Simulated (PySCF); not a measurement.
**UHF on Ag²⁺ (silver, charge +2)**

Configuration: [Kr] 4d9, 2D determinant. All numbers are calculated (PySCF 2.14, scalar relativity through the core potential, in def2-SVP with the def2 core potential (28 electrons) (5s3p2d1f, 31 functions)).

```json
{
  "Total energy": "-145.120613 hartree",
  "One-electron energy": "-246.1432 hartree",
  "Hartree (Coulomb) energy": "113.8267 hartree",
  "Exchange energy": "-12.8041 hartree",
  "⟨S²⟩": "0.7519",
  "⟨L²⟩": "6.019",
  "Sum of ⟨r⟩": "19.75 bohr",
  "Sum of ⟨r²⟩": "26.83 bohr²",
  "Traceless quadrupole moment −½Σ⟨3z² − r²⟩ along its main axis": "-0.557 e·bohr²",
  "Time after the integrals": "0.12 s of wall time on 1 thread of Neoverse-V1 (shared host)"
}
```

| shell | electrons | mean orbital energy (hartree) | spread (hartree) | rms radius, mean of both spins (bohr) |
| --- | --- | --- | --- | --- |
| 4s α | 1 | -5.22034 | 0 | 0.979 |
| 4s β | 1 | -5.13991 | 0 | 0.979 |
| 4p α | 3 | -3.66691 | 0.07055 | 1.08 |
| 4p β | 3 | -3.56819 | 0.04747 | 1.08 |
| 4d α | 5 | -1.35630 | 0.08095 | 1.41 |
| 4d β | 4 | -1.31274 | 0.06188 | 1.41 |

Energies and moments cover only the electrons outside the core potential.
